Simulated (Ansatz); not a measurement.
`[NH2][Sn][Br]` + H–F → `[NH2][Sn][F]` + HBr at 500 K and 1 bar (ligand exchange at the Sn–Br bond).

Calculated with Ansatz (gas phase, PBE0-D4/def2-TZVP geometries, no zero-point term in ΔE). CCSD(T)/CBS is the MP2 limit (def2-TZVPP, def2-QZVPP) plus CCSD(T) − MP2 in def2-TZVPP, frozen cores. This one scheme is used for every species. Elements past krypton have def2 core potentials. For Br, Sn outer-core shells are correlated without core-valence functions, which leaves a few kJ/mol of doubt a bond. Scalar relativity is left out up to krypton. Each species was taken in one conformer, which may not be the lowest.

```csv
species,CCSD(T)/CBS energy (Eh),H − E (kJ/mol),S (J/(mol·K))
`[NH2][Sn][Br]`,-2843.33195,97.7,359.4
H–F,-100.39570,39.4,188.7
`[NH2][Sn][F]`,-369.78999,98.5,335.3
HBr,-2573.91920,30.5,213.7
```

H − E and S are ideal-gas, rigid-rotor, harmonic terms from PBE0-D4/def2-TZVP, for one conformer and one mirror image of each species. 1 Eh = 2625.50 kJ/mol, R = 8.31446 J/(mol·K).

**Question.** By hand: ΔE, ΔH, ΔS and ΔG.

**Answer.** ΔE = (-369.78999) + (-2573.91920) − (-2843.33195) − (-100.39570) = 0.01846 Eh = 48.5 kJ/mol. Δ(H − E) = 98.5 + 30.5 − 97.7 − 39.4 = -8.1, so ΔH = 40.4 kJ/mol. ΔS = 335.3 + 213.7 − 359.4 − 188.7 = 0.9 J/(mol·K). ΔG = 40.4 − 500 × (0.9)/1000 = 39.9 kJ/mol.

**Question.** By hand: the equilibrium constant, and the temperature at which ΔG would vanish if ΔH and ΔS stayed fixed.

**Answer.** log₁₀ K = −ΔG/(RT ln 10) = -4.2. ΔG = 0 at ΔH/ΔS = 44889 K, far beyond where these terms or the molecules hold.

The number of gas molecules stays the same, so ΔS is small and ΔH decides. A doubt of 5 kJ/mol in ΔE shifts log₁₀ K by 0.5 here. Other conformers and mirror images would add mixing entropy, several J/(mol·K) or more a flexible species. These are equilibria of isolated gas molecules and say nothing of rates. Largest T1 diagnostic: 0.017 (customary marks: 0.02 for closed shells, 0.045 for open ones).
